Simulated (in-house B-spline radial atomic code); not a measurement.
A calculation on In³⁺: its settings, and results tabulated from the run. Computed with a radial B-spline atomic code at the basis-set limit: non-relativistic B3LYP, spin-polarised, spherical fractional occupations, point nucleus.

Command:
```bash
python run_scf.py task.json out
```
Settings:
```
Z                49
configuration    [Kr] 4d10
hamiltonian      nr
method           b3lyp
spin_polarised   True
```

Output (hartree, bohr):
```
 radial grid: 52 intervals, B-splines of order 8, outer radius 28.1081 bohr

 iter        energy (Eh)    residual
    1       -5726.081319    6.00e-01
    2       -5732.176122    5.79e-01
    3       -5740.480392    1.06e-01
    4       -5740.770465    1.92e-02
    5       -5740.778755    8.11e-03
    6       -5740.779933    3.82e-03
    7       -5740.780335    8.09e-04
    8       -5740.780356    2.07e-05
    9       -5740.780356    1.10e-07

 total energy                     -5740.78036
 kinetic                            5738.3337
 electron-nucleus                 -13608.0662
 Hartree                            2284.4881
 exact exchange                      -30.6347
 exchange-correlation               -124.9012

 orbital      occ     eigenvalue          <r>       <r^2>       <1/r>     <1/r^2>       <r^4>       r_max
 1s up      1.000      -988.4984    0.0310528  0.00128988      48.473     4716.76 4.21046e-06     0.02056
 1s down    1.000      -988.4984    0.0310528  0.00128988      48.473     4716.76 4.21046e-06     0.02056
 2s up      1.000      -146.3320     0.134296   0.0211852     11.0649     497.476 0.000762995      0.1139
 2s down    1.000      -146.3320     0.134296   0.0211852     11.0649     497.476 0.000762995      0.1139
 2p up      3.000      -136.6787     0.114629   0.0159834     11.0662     165.931 0.000501746     0.08926
 2p down    3.000      -136.6787     0.114629   0.0159834     11.0662     165.931 0.000501746     0.08926
 3s up      1.000       -28.8053     0.361354    0.149086     3.97535     96.9273   0.0338095      0.3277
 3s down    1.000       -28.8053     0.361354    0.149086     3.97535     96.9273   0.0338095      0.3277
 3p up      3.000       -24.8401     0.352684    0.144159     3.89466     32.1373   0.0331453      0.3143
 3p down    3.000       -24.8401     0.352684    0.144159     3.89466     32.1373   0.0331453      0.3143
 3d up      5.000       -17.5042     0.324124    0.124637      3.7482     17.6114   0.0286603      0.2586
 3d down    5.000       -17.5042     0.324124    0.124637      3.7482     17.6114   0.0286603      0.2586
 4s up      1.000        -5.3240      0.87868    0.873602      1.5597      19.377     1.14051      0.7965
 4s down    1.000        -5.3240      0.87868    0.873602      1.5597      19.377     1.14051      0.7965
 4p up      3.000        -4.0134     0.934187    0.997219     1.44841     6.10172     1.54763      0.8276
 4p down    3.000        -4.0134     0.934187    0.997219     1.44841     6.10172     1.54763      0.8276
 4d up      5.000        -1.8576      1.14202      1.5431     1.16319      2.5177     4.29397      0.9239
 4d down    5.000        -1.8576      1.14202      1.5431     1.16319      2.5177     4.29397      0.9239

 Slater integrals (Eh)
   F0(4p up,4p up)               0.963049
   F2(4p up,4p up)               0.505733
   F0(4p up,4p down)             0.963049
   F2(4p up,4p down)             0.505733
   F0(4p up,4d up)               0.866376
   F2(4p up,4d up)               0.435112
   G1(4p up,4d up)               0.552624
   G3(4p up,4d up)               0.339539
   F0(4p up,4d down)             0.866376
   F2(4p up,4d down)             0.435112
   F0(4p down,4p down)           0.963049
   F2(4p down,4p down)           0.505733
   F0(4p down,4d up)             0.866376
   F2(4p down,4d up)             0.435112
   F0(4p down,4d down)           0.866376
   F2(4p down,4d down)           0.435112
   G1(4p down,4d down)           0.552624
   G3(4p down,4d down)           0.339539
   F0(4d up,4d up)               0.792998
   F2(4d up,4d up)               0.397764
   F4(4d up,4d up)               0.261294
   F0(4d up,4d down)             0.792998
   F2(4d up,4d down)             0.397764
   F4(4d up,4d down)             0.261294
   (list cut)
```

Time taken, with all properties: 0.3 s on 1 thread of Arm Neoverse V1, with other jobs on the host.
